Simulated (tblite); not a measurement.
Isomers of C7H9FSi. Level: GFN2-xTB in tblite, geometry and Hessian alike; calculated harmonic values, unscaled, isolated species. The method is semi-empirical: single wavenumbers can be off by several per cent or more. Modes of hydrogen on silicon can be 10 to 20 % off. One conformer each.

Electronic energies: GFN2-xTB at the same geometries; isomer energies are rough at this level and their order can be wrong.

| SMILES | electronic energy, lowest = 0 (kJ/mol) |
| --- | --- |
| Fc1cccc(C[SiH3])c1 | 0.0 |
| FC1=C/C/C=C\[SiH2]/C=C\1 | 210.6 |
| C#C[Si@@]1(F)C=C(C)CC1 | 105.0 |
| C[C@@H]1[SiH2]C=C1C#CCF | 297.0 |

Question: How do GFN2-xTB zero-point energies change the relative energies?

Answer: 
```csv
SMILES,ZPE (kJ/mol),of it from modes above 1550 cm⁻¹,electronic (kJ/mol),"with ZPE, lowest = 0 (kJ/mol)",lowest mode (cm⁻¹),rings
Fc1cccc(C[SiH3])c1,343.9,169.7,0.0,0.0,41,1
C#C[Si@@]1(F)C=C(C)CC1,358.1,187.1,105.0,119.3,53,1
FC1=C/C/C=C\[SiH2]/C=C\1,347.9,182.5,210.6,214.6,44,1
C[C@@H]1[SiH2]C=C1C#CCF,343.1,175.5,297.0,296.1,22,1
```

The zero-point energies span 15.0 kJ/mol, from `C[C@@H]1[SiH2]C=C1C#CCF` to `C#C[Si@@]1(F)C=C(C)CC1`. The order is unchanged.

Question: What do entropy and thermal enthalpy add at 298.15 K and 1 bar (rigid rotor, harmonic oscillator, one conformer each)?

Answer: 
```
                  SMILES  point group  symmetry number  S (J/(mol K))  H − H(0) (kJ/mol)  ZPE + H − H(0) − TS (kJ/mol)
      Fc1cccc(C[SiH3])c1           C1                1          401.4              27.24                         251.5
  C#C[Si@@]1(F)C=C(C)CC1           C1                1          428.4              30.96                         261.4
FC1=C/C/C=C\[SiH2]/C=C\1           C1                1          394.5              27.03                         257.3
```

Not tabulated: `C[C@@H]1[SiH2]C=C1C#CCF` (lowest mode only 22 cm⁻¹).
